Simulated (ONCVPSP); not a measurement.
# PBEsol ONCV dataset for Gd, scalar-relativistic all-electron reference.

| Quantity | Value |
| --- | --- |
| Element | gadolinium |
| Generator | ONCVPSP 4.0.1 |
| Type | optimised norm-conserving Vanderbilt (ONCV) |
| Functional | PBEsol |
| Relativity | scalar-relativistic |
| Frozen core | [Kr] 4d10 |
| Valence charge | 18 |
| Reference configuration | 4f7 5s2 5p6 5d1 6s2 |
| Partial waves | 5s+6s: rc 2.30 bohr, ncon 4, nbas 8, qcut 5.3 1/bohr, 2 projectors; 5p: rc 1.60 bohr, ncon 5, nbas 8, qcut 4.9 1/bohr, 2 projectors, debl 1 Ha; 5d: rc 2.50 bohr, ncon 3, nbas 6, qcut 3.5 1/bohr, 2 projectors, debl 0.9 Ha; 4f: rc 0.70 bohr, ncon 4, nbas 7, qcut 15.8 1/bohr, 1 projector |
| Local potential | polynomial inside 0.45 bohr (lpopt 3, dvloc0 -1 Ha) |
| Core correction | none |

In the p channel the program set the typed energies aside and used -1.002, 0.250 Ha.

All-electron outer shells of the reference configuration (PBEsol, scalar-relativistic, ld1.x):

```tsv
shell	level (eV)	outermost node (bohr)	outermost maximum (bohr)
4d	-147.59	0.27	0.56
5s	-49.77	0.65	1.20
5p	-27.28	0.70	1.35
4f	-8.73	–	0.56
6s	-4.15	1.60	3.37
5d	-2.56	0.79	1.97
```

Estimate the cutoffs (Ha) at which the residual kinetic energy of the hardest occupied pseudo-wave falls to 1 and 0.1 mHa per electron.

414 Ha and 554 Ha.

What does a ghost test show?

Ghosts flagged at negative energy: s at -1128.4 eV, s at -59.8 eV, p at -630.3 eV, d at -284.6 eV; no localised positive-energy state flagged. A true bound ghost makes a file unfit for plane-wave use.

Which valence shell sets the plane-wave cutoff?

4f: 414 Ha for 1 mHa per electron, against 59 Ha for 5p.

Its largest configuration-test error is -6.9 meV (4f7 5s2 5p6 5d1 6s0). 1 of 4 tests not solved or not reliable.
